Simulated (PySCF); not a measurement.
SnCl₃, SMILES [Cl][Sn-]([Cl])[Cl], charge -1. Geometry optimised at PBE-D3(BJ)/def2-SVPD. The isomer is the one that the SMILES or the coordinates give; other isomers of the formula were not compared. The def2 effective core potentials stand for the cores of Sn; spin–orbit coupling is left out.

These are PySCF 2.14.0 with PBE-D3(BJ)/def2-SVPD values and carry that method's errors.

Harmonic wavenumbers (cm⁻¹): 81, 81, 99, 254, 254, 279. Rotational constants (GHz): 1.453, 1.453, 0.9588; symmetry number 3.

**Question.** Work out the zero-point energy and the ideal-gas rigid-rotor harmonic-oscillator thermochemistry at 298.15 K and 1 atm.

**Answer.** ZPE = ½ Σ hcν = ½ × 1050 cm⁻¹ = 6.28 kJ/mol. H − E(el) = 25.87 kJ/mol. Entropy in J/(mol K): translation 176.30, rotation 114.10, vibration 67.46, total 357.85. G − E(el) = -80.82 kJ/mol. Cp = 79.69 J/(mol K). Modes under 150 cm⁻¹ make the vibrational entropy uncertain.
